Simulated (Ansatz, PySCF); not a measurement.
Reaction R1 + 0.5 R2 → P1, each structure at its B3LYP-D3(BJ)/def2-TZVP stationary point, reached from a drawn start (curvature not checked).
R1, GeO (SMILES [O+]#[Ge-]) (charge 0, multiplicity 1):
| atom | x (Å) | y (Å) | z (Å) |
|---|---|---|---|
| Ge | -0.0092 | -0.0185 | -0.8160 |
| O | 0.0092 | 0.0185 | 0.8160 |
P1, GeO2 (SMILES [O]=[Ge]=[O]) (charge 0, multiplicity 1):
```json
[
 {"atom": "Ge", "x (Å)": "0.0000", "y (Å)": "0.0000", "z (Å)": "0.0000"},
 {"atom": "O", "x (Å)": "1.6240", "y (Å)": "-0.0042", "z (Å)": "0.0099"},
 {"atom": "O", "x (Å)": "-1.6240", "y (Å)": "0.0042", "z (Å)": "-0.0099"}
]
```
R2, O2 (SMILES O=O) (charge 0, multiplicity 3):
```xyz
2

O      0.0000     0.0000     0.6022
O      0.0000     0.0000    -0.6022
```

P less R. No zero-point or thermal terms; singlets are restricted closed shells; open shells are unrestricted; no spin–orbit coupling.

Codes used: Ansatz (Gaussian basis) for Hartree–Fock, density functionals and correlated methods; PySCF for the D3/D4 terms. No computed number here is a measurement.

**Question.** One of these levels gives -0.803 eV for the reaction energy. Which one is it?
A. SVWN5/def2-TZVPP
B. revPBE-D4/def2-TZVPP
C. PBE-D3(BJ)/def2-TZVPP
D. BHLYP/def2-TZVPP

**Answer.** A, SVWN5/def2-TZVPP. The others give -0.575 (PBE-D3(BJ)/def2-TZVPP), -0.522 (revPBE-D4/def2-TZVPP), -0.189 (BHLYP/def2-TZVPP)

Ansatz is a program for electronic structure.
